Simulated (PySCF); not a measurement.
# Correlation energy of Mg⁺ (magnesium, charge +1)

[Ne] 3s1, 2S determinant. Computed with PySCF 2.14 in aug-cc-pCVTZ, with the non-relativistic Hamiltonian (point nucleus). Frozen: 1s2; 9 electrons correlated.

MP2 pair energies summed by pair of shells (mhartree):

```
 pair   energy  share (%)
2p-2p  -183.28       69.9
2s-2p   -59.92       22.9
2s-2s    -9.58        3.7
2p-3s    -8.46        3.2
2s-3s    -0.82        0.3
```

Total MP2 correlation energy: -262.06 mhartree.

Same-spin part -69.24 and opposite-spin part -192.82 mhartree; SCS-MP2 scales them by 1/3 and 6/5 to -254.46 mhartree.
